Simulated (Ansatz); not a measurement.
The pair A = HCl (SMILES Cl) (first 2 atoms), B = CH5N (SMILES CN); geometry from B3LYP-D3(BJ)/def2-TZVP.
(charge 0, multiplicity 1):
```xyz
9

Cl     0.0128    -0.0324     0.0373
H     -0.1940     0.3919    -1.1576
C     -0.1786     0.5579     3.5397
N      0.3709    -0.7108     3.0652
H     -1.1965     0.6694     3.1634
H      0.4080     1.3788     3.1249
H     -0.2038     0.6742     4.6317
H     -0.1654    -1.4943     3.4170
H      1.3252    -0.8346     3.3801
```

Cores are frozen in the correlated methods. MP2 and its Hartree–Fock in aug-cc-pV(Q+d)Z, aug-cc-pV(T+d)Z are density fitted.

Codes used: Ansatz (an electronic-structure program) with Gaussian orbitals. Each number belongs to the level named beside it.

The counterpoise-corrected interaction energy is E(AB) − E(A in the pair's basis) − E(B in the pair's basis). Total energies (hartree):

```csv
level,AB,A in the pair's basis,B in the pair's basis
HF/aug-cc-pV(T+d)Z,-555.3628732,-460.1084958,-95.2554942
MP2/aug-cc-pV(T+d)Z,-555.9863930,-460.3168738,-95.6671598
HF/aug-cc-pV(Q+d)Z,-555.3721395,-460.1118120,-95.2614442
MP2/aug-cc-pV(Q+d)Z,-556.0355305,-460.3372388,-95.6957792
MP2/aug-cc-pV(D+d)Z,-555.8336275,-460.2579415,-95.5737238
CCSD(T)/aug-cc-pV(D+d)Z,-555.8959563,-460.2804722,-95.6137589
```

Work out the counterpoise-corrected interaction energy at the basis-set limit: extrapolate the MP2 correlation part as X⁻³, take Hartree–Fock from the larger set, and add the CCSD(T) − MP2 difference of aug-cc-pV(D+d)Z.


1. Differences (1 hartree = 627.509 kcal/mol): HF/aug-cc-pV(T+d)Z 0.701; MP2/aug-cc-pV(T+d)Z -1.481; HF/aug-cc-pV(Q+d)Z 0.701; MP2/aug-cc-pV(Q+d)Z -1.577; MP2/aug-cc-pV(D+d)Z -1.231; CCSD(T)/aug-cc-pV(D+d)Z -1.083.
2. Correlation parts, MP2 less HF: -2.181 in aug-cc-pV(T+d)Z (X = 3), -2.277 in aug-cc-pV(Q+d)Z (X = 4).
3. Limit (4³·(-2.277) − 3³·(-2.181))/(4³ − 3³) = -2.348; with HF/aug-cc-pV(Q+d)Z it gives -1.647.
4. CCSD(T) less MP2 in aug-cc-pV(D+d)Z: 0.149.
Result: -1.50 kcal/mol, against -1.48 at MP2/aug-cc-pV(T+d)Z. It is an estimate of this method's limit, not of the exact value.
